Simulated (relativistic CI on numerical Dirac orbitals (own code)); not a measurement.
# Level scheme of Os¹⁸⁺

Method of calculation: Dirac-Coulomb-Breit CI, separate exchange-only KLI orbitals for each configuration, model QED (radiative potential, 1s self-energy scaled to tabulated hydrogen-like ionisation energies), unscaled Slater integrals (own radial code, finite nucleus).

CI space (outside the closed core [Ar] 3d10 4s2): 4p6.4d10.4f12, 4p6.4d10.4f11.5s, 4p6.4d10.4f10.5s.5p, 4p6.4d10.4f11.5p, 4p6.4d9.4f13, 4p6.4d10.4f11.5d, 4p6.4d10.4f11.6s, 4p6.4d10.4f11.5f, 4p6.4d10.4f11.6p, 4p6.4d9.4f12.5s, 4p5.4d10.4f13, 4p6.4d10.4f11.6d, 4p6.4d10.4f11.5g, 4p6.4d9.4f12.5p, 4p6.4d10.4f11.7s, 4p6.4d10.4f11.6g, 4p6.4d10.4f11.7d, 4p5.4d10.4f12.5s. Double excitations out of closed p, d and f shells are left out; levels of such configurations are missing from the list, as are those of other unlisted configurations, and high levels can miss mixing partners.

The lowest level is 4p6.4d10.4f12 3H_6, with 99 % of that term; Hund's rules for 4p6.4d10.4f12 give 3H with J = 6, in agreement.

| No. | Configuration | Term | J | E (cm⁻¹) | % | Lifetime (s) |
| --- | --- | --- | --- | --- | --- | --- |
| 1 | 4p6.4d10.4f12 | 3H | 6 | 0.0 | 99 |  |
| 2 | 4p6.4d10.4f12 | 3F | 4 | 9940.8 | 58 | 9.62e+03 |
| 3 | 4p6.4d10.4f12 | 3H | 5 | 21257.7 | 100 | 3.94e-03 |
| 4 | 4p6.4d10.4f12 | 3H | 4 | 29908.7 | 46 | 1.00e-02 |
| 5 | 4p6.4d10.4f12 | 3F | 2 | 32325.0 | 65 | 1.14e+02 |
| 6 | 4p6.4d10.4f12 | 3F | 3 | 33571.4 | 100 | 5.00e-03 |
| 7 | 4p6.4d10.4f12 | 3H | 4 | 49861.4 | 48 | 2.19e-03 |
| 8 | 4f11(4I°).5s | 5I° | 8 | 59290.9 | 95 | 1.05e+08 |
| 9 | 4p6.4d10.4f12 | 3P | 2 | 60069.7 | 43 | 2.90e-03 |
| 10 | 4f11(4I°).5s | 5I° | 7 | 70087.9 | 70 | 1.96e-02 |
| 11 | 4p6.4d10.4f12 | 1I | 6 | 71061.5 | 99 | 5.39e-03 |
| 12 | 4p6.4d10.4f12 | 3P | 0 | 74725.2 | 91 | 9.90e-01 |
| 13 | 4p6.4d10.4f12 | 3P | 1 | 78891.1 | 100 | 6.25e-03 |
| 14 | 4f11(4I°).5s | 5I° | 6 | 83097.6 | 82 | 3.11e-03 |
| 15 | 4p6.4d10.4f12 | 3P | 2 | 84135.3 | 53 | 2.01e-03 |
| 16 | 4f11(4I°).5s | 5I° | 5 | 87332.1 | 32 | 3.66e-03 |
| 17 | 4f11(4I°).5s | 3I° | 7 | 88128.0 | 69 | 1.27e-03 |
| 18 | 4f11(4I°).5s | 5I° | 5 | 91165.8 | 33 | 1.08e-03 |
| 19 | 4f11(4I°).5s | 5I° | 4 | 91845.9 | 37 | 3.55e-03 |
| 20 | 4f11(2H°).5s | 3H° | 6 | 95348.6 | 43 | 4.64e-03 |
| 21 | 4f11(4S°).5s | 5S° | 2 | 99860.6 | 59 | 2.19e-03 |
| 22 | 4f11(4F°).5s | 5F° | 4 | 102688.4 | 43 | 2.50e-03 |
| 23 | 4f11(2D°).5s | 3D° | 1 | 106464.9 | 37 | 1.97e-03 |
| 24 | 4f11(2H°).5s | 1H° | 5 | 108570.2 | 36 | 5.92e-04 |
| 25 | 4f11(4I°).5s | 3I° | 6 | 110574.8 | 46 | 5.86e-04 |
| 26 | 4f11(4F°).5s | 5F° | 3 | 110675.7 | 80 | 5.82e-04 |
| 27 | 4f11(4F°).5s | 5F° | 2 | 112305.2 | 62 | 1.08e-03 |
| 28 | 4f11(2H°).5s | 3H° | 5 | 112474.9 | 33 | 9.82e-04 |
| 29 | 4f11(4F°).5s | 5F° | 4 | 114352.3 | 44 | 8.09e-04 |
| 30 | 4f11(4G°).5s | 5G° | 5 | 121434.0 | 45 | 1.06e-03 |
| 31 | 4f11(4S°).5s | 3S° | 1 | 121740.9 | 44 | 3.14e-04 |
| 32 | 4f11(2K°).5s | 3K° | 8 | 122739.0 | 88 | 2.47e-03 |
| 33 | 4f11(2G°).5s | 3G° | 3 | 123094.4 | 43 | 8.82e-04 |
| 34 | 4f11(4F°).5s | 3F° | 2 | 124356.6 | 29 | 1.34e-03 |
| 35 | 4f11(2H°).5s | 3H° | 6 | 124612.9 | 47 | 5.14e-04 |
| 36 | 4f11(4G°).5s | 5G° | 4 | 124966.6 | 49 | 8.19e-04 |
| 37 | 4f11(2K°).5s | 3K° | 7 | 126557.2 | 65 | 1.86e-03 |
| 38 | 4f11(4F°).5s | 3F° | 3 | 129157.0 | 33 | 4.67e-04 |
| 39 | 4f11(4F°).5s | 3F° | 4 | 129827.8 | 33 | 1.74e-04 |
| 40 | 4f11(4I°).5s | 3I° | 5 | 132440.4 | 32 | 1.06e-04 |
| 41 | 4f11(2P°).5s | 3P° | 0 | 135609.5 | 89 | 6.58e-04 |
| 42 | 4f11(2K°).5s | 3K° | 6 | 137483.2 | 82 | 7.28e-04 |
| 43 | 4f11(4G°).5s | 3G° | 4 | 137866.0 | 43 | 3.66e-04 |
| 44 | 4f11(2P°).5s | 3P° | 1 | 138228.9 | 51 | 1.28e-04 |
| 45 | 4f11(4G°).5s | 3G° | 5 | 138287.8 | 69 | 1.03e-04 |
| 46 | 4f11(4G°).5s | 5G° | 2 | 139458.5 | 81 | 5.10e-04 |
| 47 | 4f11(2D°).5s | 3D° | 3 | 140839.9 | 27 | 3.20e-04 |
| 48 | 4f11(4F°).5s | 3F° | 2 | 141083.3 | 31 | 3.16e-04 |
| 49 | 4f11(2K°).5s | 1K° | 7 | 141473.1 | 52 | 2.40e-04 |
| 50 | 4f11(2D°).5s | 3D° | 1 | 142371.5 | 31 | 2.08e-04 |
| 51 | 4f11(4G°).5s | 5G° | 3 | 144333.6 | 29 | 1.09e-04 |
| 52 | 4f11(2D°).5s | 3D° | 2 | 146231.0 | 37 | 4.46e-04 |
| 53 | 4f11(4D°).5s | 5D° | 4 | 146671.9 | 66 | 4.26e-04 |
| 54 | 4f11(2D°).5s | 3D° | 3 | 148237.6 | 63 | 8.67e-05 |
| 55 | 4f11(4G°).5s | 3G° | 4 | 150345.3 | 41 | 1.60e-04 |
| 56 | 4f11(2L°).5s | 3L° | 9 | 152078.4 | 100 | 2.71e-02 |
| 57 | 4f11(2I°).5s | 3I° | 6 | 152147.8 | 48 | 9.82e-04 |
| 58 | 4f11(2I°).5s | 3I° | 5 | 152187.4 | 68 | 1.77e-04 |
| 59 | 4f11(2D°).5s | 3D° | 2 | 154371.1 | 38 | 1.95e-04 |
| 60 | 4p6.4d10.4f12 | 1S | 0 | 155461.4 | 91 | 4.06e-04 |
| 61 | 4f11(2L°).5s | 3L° | 8 | 156231.9 | 69 | 2.43e-02 |
| 62 | 4f11(2H°).5s | 1H° | 5 | 158313.4 | 33 | 1.02e-04 |
| 63 | 4f11(4G°).5s | 3G° | 3 | 159530.7 | 73 | 7.46e-05 |
| 64 | 4f11(2I°).5s | 3I° | 7 | 160872.0 | 70 | 4.50e-05 |
| 65 | 4f11(2G°).5s | 1G° | 4 | 160999.8 | 34 | 5.92e-05 |
| 66 | 4f11(4D°).5s | 5D° | 1 | 161496.1 | 58 | 3.69e-04 |
| 67 | 4f11(4D°).5s | 3D° | 3 | 163335.2 | 67 | 1.65e-04 |
| 68 | 4f11(2I°).5s | 1I° | 6 | 164796.5 | 49 | 6.01e-05 |
| 69 | 4f11(2D°).5s | 1D° | 2 | 165632.5 | 42 | 1.34e-04 |
| 70 | 4f11(2D°).5s | 1D° | 2 | 167856.6 | 27 | 1.40e-04 |

Energies count from the lowest computed level; ° marks odd parity; lifetimes are radiative, by E1, M1, E2, M2, E3 decay to levels of this space only. Percentages are summed over parent terms; the parents shown are those of the largest component, closed shells are left out there.

The mean weight of the leading LS term, summed over parents, in these 70 levels is 57 %, and that of the leading jj configuration (from the same eigenvectors) 67 %, so jj coupling describes them better and the LS labels are nominal.

At this charge transitions that keep the count of f electrons are usually good to a few per cent. Terms inside the open d or f shell come out 10 to 20 % too wide with unscaled integrals. Levels that differ in their count of f electrons can be misplaced by several ten thousand cm⁻¹, since the correlation energy of f electrons is missing or only estimated; rates across such gaps can be off by orders of magnitude.

LS names give the leading component of a level, which can be under half, so a name can repeat, a term be missing and a line seem to break the LS rules.
